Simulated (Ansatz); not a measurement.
`CN[SiH2]N` + HI → `N[SiH2]I` + CH₃NH₂ at 400 K and 1 bar (ligand exchange at the Si–N bond).

Program: Ansatz. Geometries: PBE0-D4/def2-TZVP. ΔE: electronic, gas phase. CCSD(T)/CBS is the MP2 limit (def2-TZVPP, def2-QZVPP) plus CCSD(T) − MP2 in def2-TZVPP, frozen cores. def2 core potentials past Kr. For I outer-core shells are correlated without core-valence functions, which leaves a few kJ/mol of doubt a bond. One conformer a species, not always the lowest.

| species | CCSD(T)/CBS energy (Eh) | H − E (kJ/mol) | S (J/(mol·K)) |
| --- | --- | --- | --- |
| `CN[SiH2]N` | -441.39942 | 289.7 | 365.1 |
| HI | -298.03592 | 25.7 | 215.0 |
| `N[SiH2]I` | -643.69654 | 140.6 | 339.3 |
| CH₃NH₂ | -95.75281 | 185.4 | 256.0 |

H − E and S are ideal-gas, rigid-rotor, harmonic terms from PBE0-D4/def2-TZVP, for one conformer and one mirror image of each species. 1 Eh = 2625.50 kJ/mol, R = 8.31446 J/(mol·K).

By hand: ΔE, ΔH, ΔS and ΔG.

ΔE = (-643.69654) + (-95.75281) − (-441.39942) − (-298.03592) = -0.01401 Eh = -36.8 kJ/mol. Δ(H − E) = 140.6 + 185.4 − 289.7 − 25.7 = 10.6, so ΔH = -26.2 kJ/mol. ΔS = 339.3 + 256.0 − 365.1 − 215.0 = 15.2 J/(mol·K). ΔG = -26.2 − 400 × (15.2)/1000 = -32.3 kJ/mol.

By hand: the equilibrium constant, and the temperature at which ΔG would vanish if ΔH and ΔS stayed fixed.

log₁₀ K = −ΔG/(RT ln 10) = 4.2. ΔH and −TΔS have one sign here, so there is no such temperature.

ΔH outweighs TΔS. A doubt of 5 kJ/mol in ΔE shifts log₁₀ K by 0.7 here. Other conformers and mirror images would add mixing entropy, several J/(mol·K) or more a flexible species. These are equilibria of isolated gas molecules and say nothing of rates. Largest T1 diagnostic: 0.010 (customary marks: 0.02 for closed shells, 0.045 for open ones).
